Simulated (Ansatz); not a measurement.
Stepwise reaction of `CB(C)S` with water, as a gas-phase model of exchange steps in deposition or etching. ΔE in kJ/mol; ΔG adds harmonic PBE0-D4 terms to CCSD(T)/CBS, at 1 bar.

Computed with Ansatz on PBE0-D4/def2-TZVP structures; ΔE is electronic, products minus reactants. CBS: MP2 limit from def2 TZ/QZ plus the TZ coupled-cluster correction, frozen cores. This one scheme is used for every species. DFT in def2-TZVPP. B3LYP here is the variant with VWN-RPA as its local correlation; programs differ in this. Each species was taken in one conformer, which may not be the lowest.

```tsv
step	reaction	PBE-D4	B3LYP-D4	ωB97M-V	CCSD(T)/CBS	ΔG(400 K)
2	`CB(O)S` + H₂O → `OB(O)S` + CH₄	-111.3	-119.9	-117.6	-111.9	-101.4
```

Q: Give the row of step 1, `CB(C)S` + H₂O → `CB(O)S` + CH₄. (An estimate is asked.)

A: Ansatz gave: 
```
step                         reaction  PBE-D4  B3LYP-D4  ωB97M-V  CCSD(T)/CBS  ΔG(400 K)
   1  `CB(C)S` + H₂O → `CB(O)S` + CH₄  -119.5    -125.9   -124.0       -117.9     -109.4
```

Q: By hand: ΔE of the 2 steps together at CCSD(T)/CBS.

A: (-117.9) + (-111.9) = -229.8 kJ/mol, or -114.9 kJ/mol a step.

In ΔE each step is higher than the one before. All are downhill at CCSD(T)/CBS. ΔG lies between -109.4 and -101.4 kJ/mol a step. PBE-D4 differs from CCSD(T)/CBS by -1.6 to 0.6 kJ/mol a step. Isolated molecules leave out the surface, adducts and barriers. Largest T1 diagnostic: 0.012.
